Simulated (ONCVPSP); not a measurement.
## Plane-wave convergence, ONCV potential for helium (He)

ONCVPSP 4.0.1 input, shortened (lines: element, Z, core and valence counts, functional; n l f; lmax; l rc ep ncon nbas qcut; lloc lpopt rc5 dvloc0; l nproj debl; icmod fcfact rcfact), PBE, scalar-relativistic:

```
  He 2.00    0    1        4      upf
    1    0    2.00
    1
    0    0.70    0.00    3    7    9.60
    1    0.70    0.12    4    7   14.30
    4    5    0.60    6.00
    0    1    0.40
    1    2    1.20
    0    0.00    0.00
```

Task: For each optimised wave give the share of its norm inside rc, the residual kinetic energy above qcut (Ha) and the cutoffs (Ha) for errors of 10, 1, 0.1 and 0.01 mHa per electron.

Result:

```csv
wave,norm inside rc,residual KE,10 mHa,1 mHa,0.1 mHa,0.01 mHa
1s,0.410,8.8e-04,30.2,45.2,245.4,409.5
p projector 1,0.001,5.1e-09,0.6,2.6,9.4,25.6
p projector 2,0.017,1.2e-07,5.1,14.8,34.8,60.4
```

The occupied waves need 45 Ha and 245 Ha for 1 and 0.1 mHa. Rows with under 1 % of the norm inside rc give no meaningful cutoff.
